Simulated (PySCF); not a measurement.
C6H14S2, SMILES CSCCCCSC. Atoms are numbered in the order given.

```xyz
22

C      0.6231     4.6769     0.0000
S     -0.6567     3.3856     0.0000
C      0.4181     1.9062     0.0000
C     -0.4267     0.6353     0.0000
C      0.4267    -0.6353     0.0000
C     -0.4181    -1.9062     0.0000
S      0.6567    -3.3856     0.0000
C     -0.6231    -4.6769     0.0000
H      1.2563     4.6142    -0.8989
H      0.1052     5.6465     0.0000
H      1.2563     4.6142     0.8989
H      1.0698     1.9342     0.8899
H      1.0698     1.9342    -0.8899
H     -1.0886     0.6392    -0.8835
H     -1.0886     0.6392     0.8835
H      1.0886    -0.6392     0.8835
H      1.0886    -0.6392    -0.8835
H     -1.0698    -1.9342     0.8899
H     -1.0698    -1.9342    -0.8899
H     -1.2563    -4.6142     0.8989
H     -0.1052    -5.6465     0.0000
H     -1.2563    -4.6142    -0.8989
```

The structure is a stationary point at B3LYP-D3(BJ)/def2-SVP. One conformer was computed; it need not be the lowest.

These are PBE/pcSseg-1 in PySCF values and carry that method's errors.

GIAO shieldings, no solvent; atoms alike by connectivity are averaged. δ = σ(ref) − σ: ¹³C against TMS (σ = 182.0 ppm); ³³S against H2S (σ = 706.5 ppm); ¹H against TMS (σ = 31.49 ppm), references at their B3LYP-D3(BJ)/def2-TZVP geometries, non-relativistic.

```json
[
 {"atoms": "C3, C6", "nucleus": "¹³C", "count": "2", "δ (ppm)": "47.2"},
 {"atoms": "C4, C5", "nucleus": "¹³C", "count": "2", "δ (ppm)": "[?]"},
 {"atoms": "C1, C8", "nucleus": "¹³C", "count": "2", "δ (ppm)": "25.3"},
 {"atoms": "S2, S7", "nucleus": "³³S", "count": "2", "δ (ppm)": "[?]"},
 {"atoms": "H12, H13, H18, H19", "nucleus": "¹H", "count": "4", "δ (ppm)": "2.64"},
 {"atoms": "H9, H10, H11, H20, H21, H22", "nucleus": "¹H", "count": "6", "δ (ppm)": "[?]"},
 {"atoms": "H14, H15, H16, H17", "nucleus": "¹H", "count": "4", "δ (ppm)": "1.76"}
]
```

### Question
Fill in the missing entries. (Estimate from the structure and the level; the computed values follow.)

### Answer

- S2, S7, δ (ppm): 189.5
- C4, C5, δ (ppm): 35.6
- H9, H10, H11, H20, H21, H22, δ (ppm): 2.33
